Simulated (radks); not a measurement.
Q: Zr0.5+, configuration [Kr] 4d2 5s1.5 (fractional occupations, a model configuration). Calculated with a radial shooting solver on a logarithmic mesh with Libxc functionals: scalar-relativistic Kohn-Sham, SCAN, spin-unpolarised, spherical densities, finite nucleus; meta-GGA in the generalised Kohn-Sham scheme; Fermi nuclear charge, rms radius 4.2694 fm. Some entries of the table are withheld. Estimate them.

orbital  occ.  eigenvalue (hartree)  <r^2> (bohr^2)
1s          2                   (1)             (2)
2s          2             -91.55989             (3)
2p          6             -81.55345             (4)
3s          2             -15.30372          0.2397
3p          6             -12.00806          0.2481
3d         10              -6.62978          0.2477
4s          2                   (5)           1.676
4p          6              -1.35056           2.150
5s        1.5              -0.26488           14.51
4d          2              -0.24100             (6)

A: 
(1) 1s eigenvalue (hartree): -656.6870
(2) 1s <r^2> (bohr^2): 0.001854
(3) 2s <r^2> (bohr^2): 0.03112
(4) 2p <r^2> (bohr^2): 0.02456
(5) 4s eigenvalue (hartree): -2.18837
(6) 4d <r^2> (bohr^2): 6.109
